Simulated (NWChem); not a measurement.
System: Si2NH6, doublet; SMILES [SiH3]N[SiH2]

Output (shortened):

```
             Northwest Computational Chemistry Package (NWChem) 7.3.0
             --------------------------------------------------------

 C1  symmetry detected

                             Geometry "geometry" -> ""
                             -------------------------

 Output coordinates in angstroms (scale by  1.889725989 to convert to a.u.)

  No.       Tag          Charge          X              Y              Z
 ---- ---------------- ---------- -------------- -------------- --------------
    1 Si                  14.0000    -0.14875159    -1.62528434    -0.07301755
    2 N                    7.0000     0.60921636    -0.05485940     0.01503905
    3 Si                  14.0000    -0.13461810     1.52547792    -0.01233017
    4 H                    1.0000    -1.51162705    -1.50318277     0.53899138
    5 H                    1.0000     0.68405865    -2.61481019     0.69157920
    6 H                    1.0000     1.61923103    -0.06391063    -0.11285268
    7 H                    1.0000    -1.56826640     1.34738938     0.35790548
    8 H                    1.0000    -0.06130005     2.18559380    -1.35447124
    9 H                    1.0000     0.54056499     2.43022613     0.96844257

 Effective nuclear repulsion energy (a.u.)     146.1380227552

                                 NWChem DFT Module
                                 -----------------

 Summary of "ao basis" -> "ao basis" (spherical)
 ------------------------------------------------------------------------------
       Tag                 Description            Shells   Functions and Types
 ---------------- ------------------------------  ------  ---------------------
 Si                        def2-tzvp                13       37   5s5p2d1f
 N                         def2-tzvp                11       31   5s3p2d1f
 H                         def2-tzvp                 4        6   3s1p

            General Information
            -------------------
          SCF calculation type: DFT
          Wavefunction type:  spin polarized.
          No. of atoms     :     9
          No. of electrons :    41
           Alpha electrons :    21
            Beta electrons :    20
          Charge           :     0
          Spin multiplicity:     2
          Use of symmetry is: off; symmetry adaption is: off
          Maximum number of iterations: 150
          AO basis - number of functions:   141
                     number of shells:    61
          Convergence on energy requested:  1.00D-06
          Convergence on density requested:  1.00D-05
          Convergence on gradient requested:  5.00D-04

              XC Information
              --------------
                         PBE0 Method XC Functional
                     Hartree-Fock (Exact) Exchange  0.250
          PerdewBurkeErnzerhof Exchange Functional  0.750
            Perdew 1991 LDA Correlation Functional  1.000 local
           PerdewBurkeErnz. Correlation Functional  1.000 non-local

             Grid Information
             ----------------
          Grid used for XC integration:  medium
          Radial quadrature: Mura-Knowles
          Angular quadrature: Lebedev.
          Tag              B.-S. Rad. Rad. Pts. Rad. Cut. Ang. Pts.
          ---              ---------- --------- --------- ---------
          Si                  1.10       88          12.0       590
          N                   0.65       49           9.0       434
          H                   0.35       45          13.0       434
          Grid pruning is: on
          Number of quadrature shells:   495
          Spatial weights used:  Erf1

      Superposition of Atomic Density Guess
      -------------------------------------

 Sum of atomic energies:        -634.98122802

      Non-variational initial energy
      ------------------------------

 Total energy =    -636.062650
 1-e energy   =   -1168.261455
 2-e energy   =     386.060782
 HOMO         =      -0.125694
 LUMO         =       0.013620

     ---------------------------------------------
      Total Density - Mulliken Population Analysis
     ---------------------------------------------

    Atom       Charge   Shell Charges
 -----------   ------   -------------------------------------------------------
    1 Si  14    13.69   2.00  0.59  1.39  0.91  0.56  4.11  1.73  0.47  1.13  0.59  0.09  0.10  0.03
    2 N    7     7.85   0.82  1.16  0.57  0.85  0.14  1.62  1.96  0.71  0.00  0.02  0.00
    3 Si  14    13.55   2.00  0.59  1.39  0.86  0.44  4.11  1.73  0.51  1.22  0.43  0.12  0.13  0.03
    4 H    1     1.03   0.22  0.53  0.27  0.01
    5 H    1     1.04   0.22  0.54  0.27  0.01
    6 H    1     0.68   0.21  0.34  0.08  0.04
    7 H    1     1.05   0.23  0.54  0.27  0.01
    8 H    1     1.06   0.23  0.55  0.27  0.01
    9 H    1     1.05   0.23  0.55  0.27  0.01

     --------------------------------------------
      Spin Density - Mulliken Population Analysis
     --------------------------------------------

    Atom       Charge   Shell Charges
 -----------   ------   -------------------------------------------------------
    1 Si  14     0.78   0.00  0.00 -0.00  0.06  0.11  0.01 -0.01  0.06  0.26  0.28  0.00  0.00  0.00
    2 N    7     0.08   0.00 -0.00  0.00  0.00 -0.01  0.05  0.04 -0.01  0.00  0.00  0.00
    3 Si  14     0.01   0.00  0.00 -0.00  0.00  0.00  0.00 -0.00  0.00  0.00  0.00  0.00  0.00  0.00
    4 H    1     0.05   0.01  0.02  0.02  0.00
    5 H    1     0.06   0.01  0.03  0.02  0.00
    6 H    1     0.00   0.00 -0.00  0.00  0.00
    7 H    1     0.00   0.00  0.00  0.00  0.00
    8 H    1     0.00   0.00  0.00  0.00  0.00
    9 H    1     0.01   0.00  0.00  0.00  0.00

   convergence    iter        energy       DeltaE   RMS-Dens  Diis-err
 ---------------- ----- ----------------- --------- --------- ---------
 d= 0,ls=0.0,diis     1   -637.0086066885 -7.83D+02  2.59D-03  1.65D-01
                                                     1.95D-03  1.63D-01
 d= 0,ls=0.0,diis     2   -637.0088743120 -2.68D-04  1.45D-03  1.09D-01
                                                     1.40D-03  1.05D-01
 d= 0,ls=0.0,diis     3   -637.0427926572 -3.39D-02  5.68D-04  3.58D-02
                                                     5.06D-04  3.53D-02
 d= 0,ls=0.0,diis     4   -637.0578259841 -1.50D-02  1.24D-04  2.29D-04
                                                     8.12D-05  1.91D-04
 d= 0,ls=0.0,diis     5   -637.0579469086 -1.21D-04  3.33D-05  2.39D-05
                                                     2.70D-05  2.43D-05
  Resetting Diis
 d= 0,ls=0.0,diis     6   -637.0579625789 -1.57D-05  1.30D-05  9.57D-07
                                                     1.18D-05  9.02D-07
 d= 0,ls=0.0,diis     7   -637.0579642465 -1.67D-06  4.75D-06  1.57D-07
                                                     3.10D-06  1.16D-07
 d= 0,ls=0.0,diis     8   -637.0579644165 -1.70D-07  1.21D-06  4.91D-08
                                                     1.40D-06  6.11D-08

         Total DFT energy =     -637.057964416458
      One electron energy =    -1171.425093823613
           Coulomb energy =      438.914804474622
    Exchange-Corr. energy =      -50.685697822658
 Nuclear repulsion energy =      146.138022755190

 Numeric. integr. density =       41.000010594666

                    DFT Final Alpha Molecular Orbital Analysis
                    ------------------------------------------

 Vector   19  Occ=1.000000D+00  E=-3.510682D-01
              MO Center= -1.9D-01,  8.6D-03,  4.2D-01, r^2= 5.8D+00
   Bfn.  Coefficient  Atom+Function         Bfn.  Coefficient  Atom+Function
  ----- ------------  ---------------      ----- ------------  ---------------
   113      0.181233  5 H  s                137     -0.171512  9 H  s
    83     -0.169929  3 Si px               125      0.163816  7 H  s
    15      0.154608  1 Si px                84     -0.142806  3 Si py
    16     -0.136829  1 Si py               107     -0.133510  4 H  s
   114      0.117442  5 H  s                112      0.109848  5 H  s

 Vector   20  Occ=1.000000D+00  E=-3.131066D-01
              MO Center=  2.4D-01,  4.2D-01, -2.4D-01, r^2= 3.6D+00
   Bfn.  Coefficient  Atom+Function         Bfn.  Coefficient  Atom+Function
  ----- ------------  ---------------      ----- ------------  ---------------
    45      0.286901  2 N  pz                48      0.262369  2 N  pz
    51      0.199251  2 N  pz                17      0.190474  1 Si pz
   131      0.176841  8 H  s                 85     -0.142907  3 Si pz
   132      0.140029  8 H  s                137     -0.109310  9 H  s
   130      0.107927  8 H  s                 20      0.097729  1 Si pz

 Vector   21  Occ=1.000000D+00  E=-2.044216D-01
              MO Center= -8.4D-02, -1.5D+00, -3.8D-01, r^2= 3.0D+00
   Bfn.  Coefficient  Atom+Function         Bfn.  Coefficient  Atom+Function
  ----- ------------  ---------------      ----- ------------  ---------------
     5      0.415589  1 Si s                 17     -0.404852  1 Si pz
    20     -0.286252  1 Si pz                 4      0.222504  1 Si s
    45      0.200447  2 N  pz                51      0.192571  2 N  pz
    48      0.177848  2 N  pz               114     -0.151611  5 H  s
     3     -0.131690  1 Si s                108     -0.131407  4 H  s

 Vector   22  Occ=0.000000D+00  E=-6.879566D-03
              MO Center=  2.1D-01, -2.6D-02, -1.2D-01, r^2= 7.2D+00
   Bfn.  Coefficient  Atom+Function         Bfn.  Coefficient  Atom+Function
  ----- ------------  ---------------      ----- ------------  ---------------
    42      1.433769  2 N  s                 19     -0.568667  1 Si py
    87      0.567431  3 Si py                86     -0.465699  3 Si px
   120     -0.406844  6 H  s                 18     -0.399573  1 Si px
   126     -0.272474  7 H  s                 16     -0.249761  1 Si py
   108     -0.236656  4 H  s                 84      0.224172  3 Si py

 Vector   23  Occ=0.000000D+00  E= 3.693948D-02
              MO Center= -3.4D-01, -3.1D-01, -3.5D-01, r^2= 6.2D+00
   Bfn.  Coefficient  Atom+Function         Bfn.  Coefficient  Atom+Function
  ----- ------------  ---------------      ----- ------------  ---------------
   114     -1.009688  5 H  s                 18      0.957580  1 Si px
   138     -0.939273  9 H  s                 73      0.623006  3 Si s
    88      0.607682  3 Si pz               108      0.607494  4 H  s
    86      0.490530  3 Si px                19     -0.443969  1 Si py
   120     -0.347376  6 H  s                  5      0.311093  1 Si s

 Vector   24  Occ=0.000000D+00  E= 4.833686D-02
              MO Center=  2.7D-01,  2.9D-01, -1.4D-01, r^2= 8.0D+00
   Bfn.  Coefficient  Atom+Function         Bfn.  Coefficient  Atom+Function
  ----- ------------  ---------------      ----- ------------  ---------------
    86      1.206576  3 Si px               126      0.927130  7 H  s
   108     -0.856157  4 H  s                 18     -0.836597  1 Si px
   132     -0.465106  8 H  s                 50     -0.451966  2 N  py
    88     -0.409434  3 Si pz                19     -0.396228  1 Si py
    20      0.384657  1 Si pz                73      0.355459  3 Si s

                     DFT Final Beta Molecular Orbital Analysis
                     -----------------------------------------

 Vector   18  Occ=1.000000D+00  E=-3.576073D-01
              MO Center= -6.0D-01,  8.5D-01,  2.8D-01, r^2= 4.0D+00
   Bfn.  Coefficient  Atom+Function         Bfn.  Coefficient  Atom+Function
  ----- ------------  ---------------      ----- ------------  ---------------
    83      0.236626  3 Si px               125     -0.227326  7 H  s
   126     -0.143207  7 H  s                137      0.143824  9 H  s
   124     -0.140143  7 H  s                 15      0.138788  1 Si px
   107     -0.117524  4 H  s                 43     -0.104280  2 N  px
    84      0.097579  3 Si py                74     -0.096808  3 Si px

 Vector   19  Occ=1.000000D+00  E=-3.444283D-01
              MO Center= -1.7D-01, -1.1D+00,  4.1D-01, r^2= 4.7D+00
   Bfn.  Coefficient  Atom+Function         Bfn.  Coefficient  Atom+Function
  ----- ------------  ---------------      ----- ------------  ---------------
   113      0.215010  5 H  s                 15      0.213904  1 Si px
   107     -0.184143  4 H  s                 16     -0.154906  1 Si py
   114      0.138205  5 H  s                112      0.132740  5 H  s
    84     -0.119119  3 Si py               137     -0.117052  9 H  s
   108     -0.114890  4 H  s                106     -0.113525  4 H  s

 Vector   20  Occ=1.000000D+00  E=-2.947231D-01
              MO Center=  3.8D-01,  3.5D-01, -1.4D-01, r^2= 2.8D+00
   Bfn.  Coefficient  Atom+Function         Bfn.  Coefficient  Atom+Function
  ----- ------------  ---------------      ----- ------------  ---------------
    45      0.329303  2 N  pz                48      0.300001  2 N  pz
    51      0.246594  2 N  pz               131      0.151990  8 H  s
   132      0.137735  8 H  s                 17      0.119023  1 Si pz
    85     -0.106317  3 Si pz               137     -0.103644  9 H  s
   138     -0.095894  9 H  s                130      0.092647  8 H  s

 Vector   21  Occ=0.000000D+00  E=-7.190595D-02
              MO Center= -1.4D-01, -1.7D+00, -4.1D-01, r^2= 3.1D+00
   Bfn.  Coefficient  Atom+Function         Bfn.  Coefficient  Atom+Function
  ----- ------------  ---------------      ----- ------------  ---------------
     5      0.496727  1 Si s                 20     -0.421443  1 Si pz
    17     -0.317125  1 Si pz                 4      0.242379  1 Si s
    51      0.204382  2 N  pz               114     -0.185215  5 H  s
     3     -0.153261  1 Si s                 45      0.151573  2 N  pz
   108     -0.147500  4 H  s                 19     -0.142101  1 Si py

 Vector   22  Occ=0.000000D+00  E=-7.806206D-04
              MO Center=  2.6D-01,  3.5D-01, -8.0D-02, r^2= 7.1D+00
   Bfn.  Coefficient  Atom+Function         Bfn.  Coefficient  Atom+Function
  ----- ------------  ---------------      ----- ------------  ---------------
    42      1.462250  2 N  s                 87      0.657216  3 Si py
    86     -0.533705  3 Si px                19     -0.479935  1 Si py
   120     -0.463144  6 H  s                 18     -0.331719  1 Si px
   126     -0.320352  7 H  s                 84      0.243724  3 Si py
    16     -0.213921  1 Si py               108     -0.193017  4 H  s

 Vector   23  Occ=0.000000D+00  E= 4.656739D-02
              MO Center= -2.0D-01,  6.2D-01, -3.4D-01, r^2= 6.3D+00
   Bfn.  Coefficient  Atom+Function         Bfn.  Coefficient  Atom+Function
  ----- ------------  ---------------      ----- ------------  ---------------
   138      1.214757  9 H  s                 86     -1.035566  3 Si px
   114      0.832173  5 H  s                 73     -0.696067  3 Si s
   126     -0.562174  7 H  s                  5     -0.506455  1 Si s
    88     -0.469880  3 Si pz                18     -0.423720  1 Si px
    87     -0.405708  3 Si py               120      0.362605  6 H  s

[...]

                         DFT ENERGY GRADIENTS

    atom               coordinates                        gradient
                 x          y          z           x          y          z
   1 Si     -0.281100  -3.071342  -0.137983   -0.001919  -0.005650  -0.002603
   2 N       1.151252  -0.103669   0.028420    0.000747  -0.000017   0.001118
   3 Si     -0.254391   2.882735  -0.023301   -0.001041   0.003889  -0.000151
   4 H      -2.856561  -2.840604   1.018546   -0.002568  -0.000060   0.001052
   5 H       1.292683  -4.941275   1.306895    0.001233  -0.001972   0.001342
   6 H       3.059903  -0.120774  -0.213261    0.005518   0.000011  -0.000733
   7 H      -2.963594   2.546197   0.676343   -0.002876  -0.000026   0.000709
   8 H      -0.115840   4.130173  -2.559579   -0.000175   0.001705  -0.002565
   9 H       1.021520   4.592461   1.830091    0.001082   0.002120   0.001832
```

Level: PBE0/def2-TZVP, spin-unrestricted. The geometry was optimised at PBE0/def2-SVP, spin-unrestricted. No stability test was run on the SCF state.

Task: Which NWChem input produces such a log?

Result: One answer among several that fit: the input that was run:
```
start job
memory heap 200 mb stack 900 mb global 1100 mb
geometry units angstroms noautoz
  Si    -0.232219    -1.616693     0.106336
  N      0.533502    -0.072844    -0.174209
  Si    -0.149874     1.529829    -0.047950
  H     -1.298284    -1.410178     1.139656
  H      0.798002    -2.591742     0.601580
  H      1.437138    -0.126335    -0.640201
  H     -1.370348     1.425857     0.802797
  H     -0.533963     2.110316    -1.373839
  H      0.835933     2.462734     0.579927
end
basis spherical
  * library def2-tzvp
end
dft
  odft
  mult 2
  xc pbe0
  iterations 150
  mulliken
end
task dft gradient
```
